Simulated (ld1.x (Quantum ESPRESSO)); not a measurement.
Values are calculated unless marked as measured or tabulated.
**Potentials for B compared**

Generated with ld1.x 7.5 (TM, RRKJ, ultrasoft, PAW), atompaw 4.2 or ONCVPSP 4.0.1. The cutoff is in Ry: for ld1.x and atompaw files where the sum of valence levels is converged to 10 mRy in a Bessel basis, for ONCV files where the hardest occupied wave has 1 mHa per electron of residual kinetic energy. The error is the largest all-electron minus pseudo excitation energy over each file’s own four to seven test configurations (ionisations up to +4, promotions, holes and added fractions of an electron), all of which were solved. The labels leave out finer settings (local radius, basis sizes, second energies), which also bear on the numbers. Spin-polarised tests are not counted. The rows are a selection from randomly drawn settings: files with unsolved tests, undetermined cutoffs or missed reference levels are left out.

```tsv
potential	cutoff (Ry)	largest error (meV)	bound ghosts
RRKJ, BLYP, scalar-relativistic, rc 1.25/2.60 (sp), local s, core correction yes, reference 2s2 2p0.5	21	+132	none
RRKJ, PBE, non-relativistic, rc 1.35/2.70/2.70 (spd), local smoothed, core correction yes, reference 2s1 2p0	30	+698	none
ultrasoft, Wu–Cohen, scalar-relativistic, rc 1.15/2.70 (sp), local smoothed, core correction no, reference 2s1 2p0	18	+280	none
PAW, PBE, scalar-relativistic, rc 1.10/4.55/4.65 (spd), local smoothed, core correction yes, reference 2s2 2p1	25	+443	none
TM semilocal, PBE, scalar-relativistic, rc 1.45/2.60 (sp), local s, core correction no, reference 2s2 2p1	21	+191	none
TM, LDA (PZ), non-relativistic, rc 1.60/2.05 (sp), local smoothed, core correction yes, reference 2s2 2p1	21	+143	none
RRKJ, PBE, non-relativistic, rc 1.15/2.35/2.25 (spd), local smoothed, core correction no, reference 2s1 2p0	21	+465	none
```

Question: Fill in the row for B: RRKJ, PBE, scalar-relativistic, rc 1.55/1.80 (sp), local p, core correction yes, reference 2s2 2p1.

Answer: cutoff 30 Ry, largest error +75 meV, bound ghosts: none.
